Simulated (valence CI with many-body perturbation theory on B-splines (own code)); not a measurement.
# Which ion has this spectrum?

A relativistic CI+MBPT calculation for an atom or ion with 16 electrons gives these levels (eV):

| J | Parity | E | g |
| --- | --- | --- | --- |
| 2 | even | 0.000 | 1.42 |
| 0 | even | 5.879 |  |
| 1 | even | 9.750 | 1.50 |
| 2 | even | 14.259 | 1.08 |
| 0 | even | 27.933 |  |
| 2 | odd | 68.206 | 1.50 |
| 1 | odd | 73.180 | 1.43 |
| 0 | odd | 78.517 |  |
| 2 | odd | 86.634 | 1.26 |
| 3 | odd | 86.853 | 1.39 |
| 0 | odd | 87.194 |  |
| 1 | odd | 87.257 | 1.25 |
| 1 | odd | 87.912 | 1.27 |
| 4 | odd | 88.456 | 1.44 |

The energies are calculated, with errors of perhaps 400 cm⁻¹, more in some levels.

Which is it?
A. Y23+
B. Sr22+
C. Kr20+
D. Rb21+

C. Kr20+, ground level 3s²3p⁴ ³P_2.
